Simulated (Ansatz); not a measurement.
C$_{3}$H$_{6}$F$_{3}$N, SMILES `CNCC(F)(F)F` at its PBE0-D4/def2-TZVP geometry, where that method's forces vanish. Total charge 0; spin multiplicity 1.

```xyz
13

C     0.6038   -0.1688   -1.8131
N    -0.3112    0.1372   -0.7353
C     0.2427   -0.1329    0.5624
C    -0.7852    0.0800    1.6464
F    -1.8193   -0.7548    1.5505
F    -0.2342   -0.0972    2.8553
F    -1.2775    1.3305    1.6125
H     0.7970   -1.2447   -1.8342
H     1.5758    0.3452   -1.7367
H     0.1466    0.1026   -2.7655
H    -0.6083    1.1029   -0.7886
H     0.5503   -1.1809    0.6173
H     1.1195    0.4810    0.8290
```

(1) What forces (eV/Å) does B3LYP-D4/def2-TZVPP give on these atoms in Ansatz? (Estimate.)

## Answers

(1) Computed: 
```
C1   0.141 -0.091 -0.278
N2  -0.155  0.143 -0.033
C3   0.211 -0.124  0.154
C4   0.191 -0.047 -0.191
F5  -0.346 -0.286 -0.033
F6   0.185 -0.061  0.412
F7  -0.163  0.422 -0.012
H8   0.001  0.054 -0.006
H9  -0.035 -0.021 -0.008
H10  0.035 -0.011  0.040
H11 -0.028 -0.011 -0.013
H12 -0.003  0.065 -0.007
H13 -0.033 -0.033 -0.024
```

B3LYP here is the variant with VWN-RPA as its local correlation; programs differ in this.
